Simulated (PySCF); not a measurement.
## Electronic absorption of C6H14O2SSi3

C6H14O2SSi3.
Atom-mapped SMILES: `[CH3:1][S:2][Si@:3]([CH3:4])([O:5][SiH2:6][SiH3:7])[c:8]1[cH:9][cH:10][cH:11][o:12]1` (hydrogens: H13, H14, H15 on C1; H16, H17, H18 on C4; H19, H20 on Si6; H21, H22, H23 on Si7; H24 on C9; H25 on C10; H26 on C11)

Structure used (PBE0-D3(BJ)/def2-SVP), in Å, numbered top down from 1:
```
atom  x, y, z in Å
C1    -0.260    0.508    3.538
S2    -1.233    0.646    2.002
Si3   -0.161   -0.760    0.796
C4    -0.279   -2.519    1.384
O5     1.458   -0.375    0.789
Si6    2.421    0.826    0.137
Si7    1.352    2.080   -1.539
C8    -0.904   -0.513   -0.893
C9    -1.854    0.348   -1.385
C10   -1.999    0.058   -2.772
C11   -1.125   -0.959   -3.028
O12   -0.468   -1.311   -1.912
H13   -0.553    1.349    4.179
H14   -0.478   -0.432    4.065
H15    0.816    0.577    3.329
H16   -1.331   -2.826    1.476
H17    0.214   -2.640    2.360
H18    0.223   -3.183    0.662
H19    3.639    0.176   -0.437
H20    2.864    1.737    1.239
H21    2.355    3.085   -2.024
H22    0.948    1.226   -2.697
H23    0.170    2.818   -1.002
H24   -2.378    1.109   -0.810
H25   -2.659    0.543   -3.488
H26   -0.874   -1.512   -3.930
```

The calculation used TDDFT CAM-B3LYP/def2-SVPD, vertical, gas phase, core orbitals frozen in the response (PySCF 2.14.0, density-fitted response routines).

```json
{"state": "S1", "E (eV)": "5.64", "λ (nm)": "220.0", "ν̃ (cm⁻¹)": "45450", "f": "0.144", "main configurations (H = HOMO, L = LUMO)": "H→L (70%), H-1→L+1 (9%)"}
{"state": "S2", "E (eV)": "5.79", "λ (nm)": "214.2", "ν̃ (cm⁻¹)": "46690", "f": "0.135", "main configurations (H = HOMO, L = LUMO)": "H-1→L (35%), H→L+1 (23%), H→L (12%)"}
{"state": "S3", "E (eV)": "6.26", "λ (nm)": "198.0", "ν̃ (cm⁻¹)": "50510", "f": "0.0087", "main configurations (H = HOMO, L = LUMO)": "H-1→L (54%), H-1→L+1 (10%), H→L+1 (8%)"}
{"state": "S4", "E (eV)": "6.45", "λ (nm)": "192.4", "ν̃ (cm⁻¹)": "51980", "f": "0.013", "main configurations (H = HOMO, L = LUMO)": "H-2→L (68%)"}
{"state": "S5", "E (eV)": "6.53", "λ (nm)": "190.0", "ν̃ (cm⁻¹)": "52640", "f": "0.029", "main configurations (H = HOMO, L = LUMO)": "H→L+1 (28%), H→L+6 (12%), H→L+2 (9%)"}
{"state": "S6", "E (eV)": "6.71", "λ (nm)": "184.8", "ν̃ (cm⁻¹)": "54110", "f": "0.010", "main configurations (H = HOMO, L = LUMO)": "H-4→L (22%), H-1→L+1 (15%)"}
{"state": "S7", "E (eV)": "6.74", "λ (nm)": "184.0", "ν̃ (cm⁻¹)": "54360", "f": "0.0055", "main configurations (H = HOMO, L = LUMO)": "H-4→L (24%), H-1→L+1 (12%)"}
{"state": "S8", "E (eV)": "6.93", "λ (nm)": "179.0", "ν̃ (cm⁻¹)": "55870", "f": "0.020", "main configurations (H = HOMO, L = LUMO)": "H→L+2 (47%), H→L+1 (10%)"}
{"state": "S9", "E (eV)": "7.04", "λ (nm)": "176.0", "ν̃ (cm⁻¹)": "56810", "f": "0.0032", "main configurations (H = HOMO, L = LUMO)": "H-3→L (64%)"}
{"state": "S10", "E (eV)": "7.09", "λ (nm)": "174.9", "ν̃ (cm⁻¹)": "57190", "f": "0.016", "main configurations (H = HOMO, L = LUMO)": "H-1→L+1 (23%), H-1→L+2 (17%), H→L+5 (11%)"}
```

Triplets (Tamm–Dancoff): T1 3.81 eV, H→L (46%), H-1→L (23%); T2 5.19 eV, H-4→L (39%), H→L+11 (11%); T3 5.33 eV, H→L+1 (13%), H-1→L (11%), H-1→L+1 (10%); T4 5.80 eV, H-2→L (52%), H-2→L+3 (10%), H-2→L+2 (10%).

The lowest singlet lies at 5.64 eV (220 nm, ultraviolet) and is of moderate strength; its leading configuration is HOMO→LUMO (70%). The lowest level is also the most intense of those listed (f = 0.144). Löwdin shares by element: HOMO carbon 40% or more, sulfur 33% (atoms not listed hold the other 27%); LUMO carbon 35% or more, oxygen 10% or more (atoms not listed hold the other 55%). Weighted by f, the mean energy of these states is 5.98 eV. Orbital energies (eV): HOMO-3 -9.54, HOMO-2 -9.09, HOMO-1 -8.39, HOMO -8.06, LUMO 0.36, LUMO+1 0.88, LUMO+2 1.21. Of the 10 states listed, 7 reach f = 0.01 and none stays under 0.0005. Singlets were solved by full linear response, triplets in the Tamm–Dancoff approximation.

One conformer stands for the species.
